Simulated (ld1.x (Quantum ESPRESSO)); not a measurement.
# Configuration tests for Al (Z = 13) (TM)

Al (Z = 13), norm-conserving Troullier–Martins (Kleinman–Bylander form), made with ld1.x (Quantum ESPRESSO) 7.5 (PBE, scalar-relativistic). Core [Ne], reference 3s2 3p1. Waves: 3p (bound): rc 2.95 bohr; 3d channel at 0.1 Ry: rc 3.05 bohr; 3s (bound): rc 1.50 bohr. Local part: the s channel. Core correction: none.

Energies are relative to the spin-unpolarised reference configuration 3s2 3p1; without spin polarisation the order of configurations can differ from experiment. The frozen-core shift is the all-electron ΔE with the core orbitals held at their reference shape minus the fully relaxed ΔE.

| valence configuration | charge | ΔE all-electron (eV) | error AE − PS (meV) | frozen-core shift (meV) |
| --- | --- | --- | --- | --- |
| 3s1 3p0 | +2 | 24.987 | +21 | +20 |
| 3s2 3p0.5 | +0.5 | 2.086 | -0.3 | +0.1 |
| 3s2 3p1.3 | -0.3 | -0.575 | 0.0 | 0.0 |
| 3s0 3p3 | 0 | 10.451 | +50 | +5.9 |
| 3s1 3p1 | +1 | 11.571 | +13 | +4.3 |

Task: What are ΔE and the potential's error for 3s2 3p0?

Result: ΔE = 5.761 eV all-electron; the error (AE − PS) is -2.3 meV.

Task: What are ΔE and the potential's error for 3s1 3p2?

Result: ΔE = 5.139 eV all-electron; the error (AE − PS) is +8.1 meV.

Levels in the configuration 3s1 3p0:

```json
{"level": "3s", "all-electron (eV)": "-23.748", "pseudo (eV)": "-23.657"}
```
